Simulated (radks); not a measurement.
Trend from La+ to Lu+: ionisation energy by Delta-SCF between NIST ground configurations, and size. Calculated with a radial shooting solver on a logarithmic mesh with Libxc functionals: Dirac Kohn-Sham, LDA (Slater exchange, Perdew-Wang correlation), spin-unpolarised, spherical densities, finite nucleus; open shells are shared between the two j in proportion to 2j + 1; Fermi nuclear charge, rms radius of each element as measured or else 0.836 A^(1/3) + 0.57 fm.

species     configuration  configuration of the ion  IE (eV)  NIST (eV)       kind  outermost  <r> outermost (bohr)
La+              [Xe] 5d2                  [Xe] 5d1   10.996     11.185       exp.      5d5/2                  2.92
Ce+          [Xe] 4f1 5d2                  [Xe] 4f2    9.608      10.96  semi-emp.      5d5/2                  2.87
Pr+          [Xe] 4f3 6s1                  [Xe] 4f3   10.821      10.63  semi-emp.      6s1/2                  4.03
Nd+          [Xe] 4f4 6s1                  [Xe] 4f4   10.984      10.78  semi-emp.      6s1/2                  3.97
Pm+          [Xe] 4f5 6s1                  [Xe] 4f5   11.138      10.94  semi-emp.      6s1/2                  3.91
Sm+          [Xe] 4f6 6s1                  [Xe] 4f6   11.288      11.08  semi-emp.      6s1/2                  3.86
Eu+          [Xe] 4f7 6s1                  [Xe] 4f7   11.435      11.24  semi-emp.      6s1/2                  3.81
Gd+      [Xe] 4f7 5d1 6s1              [Xe] 4f7 5d1   12.368      12.08  semi-emp.      6s1/2                  3.62
Tb+          [Xe] 4f9 6s1                  [Xe] 4f9   11.726      11.51  semi-emp.      6s1/2                  3.72
Dy+         [Xe] 4f10 6s1                 [Xe] 4f10   11.871      11.65  semi-emp.      6s1/2                  3.67
Ho+         [Xe] 4f11 6s1                 [Xe] 4f11   12.016      11.78  semi-emp.      6s1/2                  3.63
Er+         [Xe] 4f12 6s1                 [Xe] 4f12   12.162      11.92  semi-emp.      6s1/2                  3.58
Tm+         [Xe] 4f13 6s1                 [Xe] 4f13   12.310      12.07  semi-emp.      6s1/2                  3.54
Yb+         [Xe] 4f14 6s1                 [Xe] 4f14   12.458     12.179       exp.      6s1/2                  3.50
Lu+         [Xe] 4f14 6s2             [Xe] 4f14 6s1   14.561      14.13  semi-emp.      6s1/2                  3.24

Reference values: NIST Atomic Spectra Database (exp. = measured, semi-emp. = semi-empirical, theory = theoretical value adopted there). Spin polarisation and multiplet splitting are left out, so open shells lie too high by an amount that depends on their filling. Sharing an open shell by 2j + 1 raises it above the true ground level by a part of the spin-orbit splitting, which enters the differences from NIST.

Beside tabulated values, note that spin-unpolarised runs miss the spin-polarisation part of the exchange energy of open shells.
